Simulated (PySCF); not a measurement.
## Electric field gradients and quadrupole coupling constants

Compound: C5H9O2P.
Structure used (GFN2-xTB), in Å, numbered top down from 1:
```xyz
17
C5H9O2P angstrom
C      2.7368    0.0038    0.2353
C      1.3769   -0.2641   -0.3041
O      1.1005   -0.6401   -1.4086
P      0.0323    0.0638    0.9719
O      0.5158    0.2753    2.3420
C     -1.3714   -1.0801    0.5669
C     -1.9523   -0.0174   -0.3851
C     -1.1949    1.2039    0.1686
H      2.8788   -0.6126    1.1234
H      2.7748    1.0413    0.5694
H      3.5131   -0.1926   -0.5003
H     -1.1509   -2.0465    0.1206
H     -1.9806   -1.2217    1.4609
H     -3.0369    0.0731   -0.3520
H     -1.6453   -0.2219   -1.4090
H     -0.8533    1.9288   -0.5661
H     -1.7504    1.7190    0.9541
```

Field gradients from the PBE0/pcSseg-1 density (PySCF, non-relativistic), principal values in atomic units, ordered |Vxx| ≤ |Vyy| ≤ |Vzz|:

```json
{"atom": "O3", "Vxx": "0.4218", "Vyy": "1.5206", "Vzz": "-1.9424"}
{"atom": "O5", "Vxx": "-0.2762", "Vyy": "-0.4935", "Vzz": "0.7698"}
```

Q: Find the asymmetry η = (Vxx − Vyy)/Vzz and the couplings χ = eQV/h (234.96 MHz × Q in barn × V in au), with Q(17O) = −0.0256 b.

A: 
| atom | environment | nucleus | η | χzz (MHz) | χxx (MHz) | χyy (MHz) |
| --- | --- | --- | --- | --- | --- | --- |
| O3 | carbonyl oxygen | 17O | 0.57 | 11.68 | -2.54 | -9.15 |
| O5 | phosphoryl oxygen | 17O | 0.28 | -4.630 | 1.661 | 2.969 |

Q: What is Vzz at O3 in SI units (1 au = 9.71736 × 10²¹ V/m²)?

A: -1.9424 au = -18.875 × 10²¹ V/m².

Q: And the gradient at the other heavy atoms, for which no coupling is worked out here?

A: 
```csv
atom,environment,Vzz (au),η
C1,methyl carbon next to a carbonyl,-0.074,0.92
C2,carbonyl carbon,0.553,0.15
P4,phosphoryl phosphorus,-0.372,0.31
C6,sp3 carbon bound to phosphorus,0.096,0.64
C7,four-membered-ring carbon,-0.124,0.30
C8,sp3 carbon bound to phosphorus,0.090,0.59
```

Q: What couplings would deuterons (Q(2H) = 0.00286 b) have in place of the hydrogens, at this geometry?

A: 
```json
{"atom": "H9", "bonded to": "C1", "bond length (Å)": "1.090", "Vzz (au)": "0.3045", "η": "0.05", "χzz (kHz)": "205"}
{"atom": "H10", "bonded to": "C1", "bond length (Å)": "1.091", "Vzz (au)": "0.3058", "η": "0.06", "χzz (kHz)": "205"}
{"atom": "H11", "bonded to": "C1", "bond length (Å)": "1.087", "Vzz (au)": "0.3121", "η": "0.01", "χzz (kHz)": "210"}
{"atom": "H12", "bonded to": "C6", "bond length (Å)": "1.087", "Vzz (au)": "0.3176", "η": "0.02", "χzz (kHz)": "213"}
{"atom": "H13", "bonded to": "C6", "bond length (Å)": "1.091", "Vzz (au)": "0.3085", "η": "0.02", "χzz (kHz)": "207"}
{"atom": "H14", "bonded to": "C7", "bond length (Å)": "1.089", "Vzz (au)": "0.3119", "η": "0.00", "χzz (kHz)": "210"}
{"atom": "H15", "bonded to": "C7", "bond length (Å)": "1.088", "Vzz (au)": "0.3051", "η": "0.01", "χzz (kHz)": "205"}
{"atom": "H16", "bonded to": "C8", "bond length (Å)": "1.087", "Vzz (au)": "0.3183", "η": "0.01", "χzz (kHz)": "214"}
{"atom": "H17", "bonded to": "C8", "bond length (Å)": "1.091", "Vzz (au)": "0.3081", "η": "0.02", "χzz (kHz)": "207"}
```

One conformer (not necessarily the lowest) at the GFN2-xTB geometry, without solvent, vibrations or thermal averaging. GFN2-xTB bond lengths can be off by several hundredths of an ångström, more for odd bonds, and the gradients follow them. The basis is small and wasn't made for field gradients, so the couplings can be 20 % off.
